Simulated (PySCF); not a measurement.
Geometry:
```csv
atom,x (Å),y (Å),z (Å)
C1,5.138,0.093,-1.019
C2,3.951,-0.168,-1.018
C3,2.562,-0.469,-1.054
C4,1.849,-0.879,0.011
C5,0.391,-1.169,-0.008
B6,-0.473,-0.370,1.037
C7,-1.937,-0.084,0.804
C8,-3.120,0.158,0.609
C9,-4.521,0.448,0.383
H10,6.189,0.314,-1.013
H11,2.062,-0.353,-2.024
H12,2.364,-0.983,0.973
H13,-0.029,-1.131,-1.025
H14,0.220,-2.213,0.346
H15,0.030,-0.028,2.085
H16,-4.632,1.181,-0.433
H17,-5.064,-0.461,0.081
H18,-5.006,0.861,1.281
```

Level of theory: coordinates at the PBE0-D3(BJ)/def2-SVP level, σ from GIAO-HF/pcSseg-1, in PySCF 2.14.0 with density-fitted response routines (gas phase, single conformer, rapidly exchanging positions averaged, no relativistic terms).

Scale: 13C, 1H against TMS; 11B vs BF3·OEt2 (reference shieldings calculated alike).

```json
{"atoms": "C9", "nucleus": "13C", "count": "1", "δ (ppm)": "?"}
{"atoms": "H15", "nucleus": "1H", "count": "1", "δ (ppm)": "5.98"}
{"atoms": "C1", "nucleus": "13C", "count": "1", "δ (ppm)": "87.1"}
{"atoms": "C8", "nucleus": "13C", "count": "1", "δ (ppm)": "147.3"}
{"atoms": "H16/H17/H18", "nucleus": "1H", "count": "3", "δ (ppm)": "?"}
{"atoms": "B6", "nucleus": "11B", "count": "1", "δ (ppm)": "63.1"}
{"atoms": "C2", "nucleus": "13C", "count": "1", "δ (ppm)": "77.7"}
{"atoms": "H13/H14", "nucleus": "1H", "count": "2", "δ (ppm)": "1.90"}
{"atoms": "C3", "nucleus": "13C", "count": "1", "δ (ppm)": "113.2"}
{"atoms": "H12", "nucleus": "1H", "count": "1", "δ (ppm)": "?"}
{"atoms": "C4", "nucleus": "13C", "count": "1", "δ (ppm)": "158.5"}
{"atoms": "H10", "nucleus": "1H", "count": "1", "δ (ppm)": "3.36"}
{"atoms": "C5", "nucleus": "13C", "count": "1", "δ (ppm)": "?"}
{"atoms": "H11", "nucleus": "1H", "count": "1", "δ (ppm)": "5.34"}
{"atoms": "C7", "nucleus": "13C", "count": "1", "δ (ppm)": "?"}
```

Question: Estimate the values marked ?.

Answer: 
- C7: 82.5 ppm, alkyne carbon; the triple bond shields along its axis, which puts it between sp3 and sp2 carbons
- C5: 34.3 ppm, allylic sp3 CH2 bonded to B
- C9: 5.4 ppm, propargylic methyl carbon; a saturated carbon with 1 carbon neighbour and no heteroatom attached
- H12: 6.89 ppm, hydrogen on an alkene CH; attached to an sp2 carbon and in the plane of the double bond
- H16/H17/H18: 2.23 ppm, hydrogen on a propargylic methyl carbon

Hydrogens on boron are broadened and split by 11B (spin 3/2, 80 %) and 10B (spin 3). A carbon bonded to boron is broadened by the quadrupolar boron nucleus and is often missing from a measured spectrum. Shifts are as computed. Against solution values, carbons near 30 ppm lie about -0 ppm off and those near 130 ppm about +7 ppm. Of 1211 compounds with measured shifts, 218 miss one by over three times the rms of a fit or turn the order of signals round; such compounds aren't used in these exercises.
